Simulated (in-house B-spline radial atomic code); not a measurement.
## RPA and G0W0 on SCAN: the ruthenium ion Ru⁸⁺

Configuration [Ar] 3d10 4s2 4p6, mean-field start SCAN. Computed with a B-spline radial code for spherical atoms: all electrons, non-relativistic, point nucleus, each spin shell either full or empty, empty states to l = 9 with an (l + 1/2)⁻⁴ tail; G0W0 by contour deformation at full frequency.

Without relativity these are model numbers: it shifts the levels of so heavy an element strongly and can reorder them.

Command:
```bash
python run_gw.py task.json out
```
Settings (radii: box in bohr, nucleus in fm):
```
Z                        44
electrons                36
configuration            [Ar] 3d10 4s2 4p6
hamiltonian              nr
method                   scan,scan
lmax                     9
spin_polarised           False
box_radius               7.7
intervals                50
```

Time taken, with all properties: 1.5 s on 1 thread of Arm Neoverse V1, with other jobs on the host.

Energies (hartree):

```
                                     term        value
                         mean-field total  -4427.70874
Hartree-Fock functional on these orbitals  -4425.55715
                      direct second order      -3.0486
                    second-order exchange      0.86989
                         SOSEX correction      0.81542
```

Question: What is the RPA correlation energy, and what remains with SOSEX?

Answer: RPA gives -2.732 hartree (-2.07 eV per electron); RPA + SOSEX gives -1.9166, and the second-order doubles -2.1787 hartree (no singles). SOSEX takes back 30 % of the RPA value.

Quasi-particle levels (eV):

```json
{"level": "4p", "occupied": "yes", "mean field": "-169.20", "Σx - vxc": "-8.90", "Σc": "?", "QP weight": "?", "G0W0": "?"}
{"level": "4d", "occupied": "no", "mean field": "-120.13", "Σx - vxc": "10.49", "Σc": "-2.63", "QP weight": "0.972", "G0W0": "-112.27"}
```

G0W0 = mean field + (Σx - vxc) + Σc, with Σc (partial-wave tail included) taken at the quasi-particle energy. Only the outer levels were computed. Levels of low weight are left out.

Question: Where does G0W0 put 4p?

Answer: At -178.91 eV, with Σc = -0.81 eV and a quasi-particle weight of 0.964. The tabulated removal energy is 178.41 ± 0.05 eV (NIST, semi-empirical); the calculation leaves out relativity, Breit and QED terms, and what these don't explain is the method's own error.
